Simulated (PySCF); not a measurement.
Ionisation energy of Cs⁺ by level of theory

Cs⁺ [Xe] (1S) → Cs²⁺ [Kr] 4d10 5s2 5p5 (2P), as a difference of total energies. Calculation: PySCF 2.14, in def2-TZVP with the def2 core potential (46 electrons) (5s3p3d, 29 functions); scalar relativity through the core potential. Correlated levels: valence: 5s2 frozen. The calculations carry no spin-orbit coupling.

```tsv
method	ionisation energy (eV)
UHF	22.756
M06-2X	23.725
r2SCAN	23.760
MP2 (valence)	23.572
SCS-MP2 (valence)	23.528
CCSD (valence)	23.558
CCSD(T) (valence)	23.560
```

Question: How much does correlation contribute at CCSD(T) (valence)?

Answer: 23.560 − (22.756) = 0.804 eV, measured against UHF.

The reference lies between the lowest fine-structure levels, while these numbers refer to the centres of the terms.

Errors of the correlated levels include the incompleteness of this basis and the frozen core.

For comparison: 23.157 eV (measured; NIST Atomic Spectra Database, ionization energies).
